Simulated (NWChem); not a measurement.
System meant: AlF2, doublet; SMILES [F][Al][F]

Input file for NWChem:

```
start job
memory heap 200 mb stack 900 mb global 1100 mb
geometry units angstroms noautoz
  Al     0.000000     0.000000     0.507738
  F     -1.434552     0.000000    -0.331077
  F      1.434552     0.000000    -0.331077
end
basis spherical
  * library def2-svp
end
dft
  odft
  mult 2
  xc b3lyp
  iterations 4
  mulliken
end
task dft energy
```

End of the output:

```
     --------------------------
     Expectation value of S2:
     --------------------------
      <S2> =      0.7509 (Exact =     0.7500)

 center of mass
 --------------
 x =   0.00000000 y =   0.00000000 z =  -0.00652416

 moments of inertia (a.u.)
 ------------------
          39.643792308944           0.000000000000           0.000000000000
           0.000000000000         318.883570925474           0.000000000000
           0.000000000000           0.000000000000         279.239778616531

     Multipole analysis of the density
     ---------------------------------

     L   x y z        total         alpha         beta         nuclear
     -   - - -        -----         -----         ----         -------
     0   0 0 0     -0.000000    -16.000000    -15.000000     31.000000

     1   1 0 0     -0.000000      0.000000     -0.000000      0.000000
     1   0 1 0     -0.000000     -0.000000     -0.000000      0.000000
     1   0 0 1      0.735157     -0.687917      1.423073     -0.000000

     2   2 0 0    -20.304946    -77.646823    -74.940737    132.282614
     2   1 1 0     -0.000000     -0.000000     -0.000000      0.000000
     2   1 0 1      0.000000      0.000000      0.000000      0.000000
     2   0 2 0    -13.648140     -8.171785     -5.476354      0.000000
     2   0 1 1      0.000000     -0.000000      0.000000      0.000000
     2   0 0 2    -15.477558    -20.684713    -13.759214     18.966370

 ------------------------------------------------------------------------
 dft energy failed                                                                                  0
 ------------------------------------------------------------------------
 ------------------------------------------------------------------------
  current input line :
    18: task dft energy
 ------------------------------------------------------------------------
 ------------------------------------------------------------------------
 This type of error is most commonly associated with calculations not reaching convergence criteria
 ------------------------------------------------------------------------
 For more information see the NWChem manual at https://nwchemgit.github.io

0:dft energy failed:Received an Error in Communication
```

Task: What is wrong, and how is it mended?

Result: Convergence was not reached. Cause: the SCF was allowed too few iterations. This input runs:
```
start job
memory heap 200 mb stack 900 mb global 1100 mb
geometry units angstroms noautoz
  Al     0.000000     0.000000     0.507738
  F     -1.434552     0.000000    -0.331077
  F      1.434552     0.000000    -0.331077
end
basis spherical
  Al library def2-svp
  F library def2-svp
end
dft
  odft
  mult 2
  xc b3lyp
  iterations 150
  mulliken
end
task dft energy
```
It converges to -441.99596 Ha (B3LYP/def2-SVP, spin-unrestricted).
